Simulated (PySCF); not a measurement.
# Excitation energy of B by level of theory

B [He] 2s2 2p1 (2P) → B [He] 2s1 2p2 (4P), as a difference of total energies. All numbers are calculated (PySCF 2.14, scalar relativity by spin-free X2C-1e, in x2c-QZVPPall (7s4p3d2f1g, 57 functions)). Correlated levels: valence: 1s2 frozen; valence and next inner shell: nothing frozen. The calculations carry no spin-orbit coupling.

```csv
method,excitation energy (eV)
UHF,2.194
LDA,3.290
PBE,3.279
wB97M-V,3.643
HSE06,3.223
r2SCAN0,3.025
r2SCANh,2.977
ROHF,2.086
MP2 (valence),3.141
SCS-MP2 (valence),3.531
MP2 (valence and next inner shell),3.134
SCS-MP2 (valence and next inner shell),3.527
```

**Question.** Estimate what r2SCAN gives.

**Answer.** 2.944 eV, closest to r2SCANh among the rows shown.

**Question.** Estimate what PBE0 gives.

**Answer.** 3.225 eV, closest to HSE06 among the rows shown.
